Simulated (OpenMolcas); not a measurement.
**Br+: effect of the level shift or regulariser**

```
Program             : OpenMolcas 26.06
Basis               : ANO-RCC-VTZP [6s5p3d1f]
Scalar Hamiltonian  : DKH2, point nucleus
Active space        : 4 electrons in 3 orbitals (4p)
State averaging     : 2S+1 = 3 even, 3 roots; 2S+1 = 1 even, 6 roots
Spin-orbit coupling : state interaction with AMFI integrals over the reference wave functions, term energies averaged over their components
```

Methods on the same reference wave functions:
A. CASSCF
B. SS-CASPT2, IPEA 0.25 Eh, imaginary shift 0.1 Eh (closed shells correlated: 3d 4s)
C. SS-CASPT2, IPEA 0.25 Eh, real shift 0.2 Eh (closed shells correlated: 3d 4s)
D. SS-CASPT2, IPEA 0.25 Eh, sigma2 regulariser 0.3 Eh (closed shells correlated: 3d 4s)

Energies in cm-1 above 4s2 4p4 3P2, the measured ground level; measured values from NIST Handbook of Basic Atomic Spectroscopic Data.

```
      Level      A      B      C      D  Measured
4s2 4p4 3P2    0.0    0.0    0.0    0.0       0.0
4s2 4p4 3P1   2839   2880   2880   2880      3136
4s2 4p4 3P0   3682   3640   3640   3640      3837
4s2 4p4 1D2  14461  12490  12510  12490     12089
4s2 4p4 1S0  33610  29130  29190  29130     27867
```

Deviations, from unrounded energies. A percentage is the sum of absolute deviations over the sum of measured energies, with the sign that they share, or ± where signs differ.

```tsv
Against measurement	Levels	A	B	C	D
mean absolute deviation (cm-1)	4	2100	530	550	530
fine structure of the ground term (%)	2	-6.5	-6.6	-6.6	-6.6
other terms of the ground configuration (%)	2	+20.3	+4.2	+4.4	+4.2
```

B, C, D lie about equally close to measurement and A furthest from it. The largest miss of D in the table is 4s2 4p4 1S0, by +1300 cm-1. The ranking rests on the paired levels alone, and a cruder setting can come out closer through cancelling errors.

Among B to D the level of the table that moves most is 4s2 4p4 1S0, by 60 cm-1 (lowest in D, highest in C). Moves below CASPT2's spread within the term are not significant.

The mean deviations of B to D differ by less than CASPT2's widest spread within a term (160 cm-1), so their order carries little weight.

From A to B the spin-free energies of the other terms of 4s2 4p4 shown, above 3P, scale by factors of 0.84 to 0.85.

The lowest spin-free term lies below A's lowest term by 0.161 hartree in B, 0.160 hartree in C, 0.161 hartree in D.

CASPT2 breaks the degeneracy within a term, and the mean is taken; among the terms shown or strongly mixed into the levels shown the widest spread is 160 cm-1 (4s2 4p4 1D, D). With the s shell closed, the reference lacks s² → p² mixing. Without dynamic correlation excited terms often stand tens of per cent too high (terms of higher spin than the ground term too low), and those without a measured partner can miss by more than the paired ones (holds for A). Measured partners are found by configuration, term and J. A level has none where our copy of the source lacks it or the pairing is in doubt (some pairs that miss far off the trend of their configuration count as doubtful), and it then counts in no deviation. Only configurations of the active space appear.
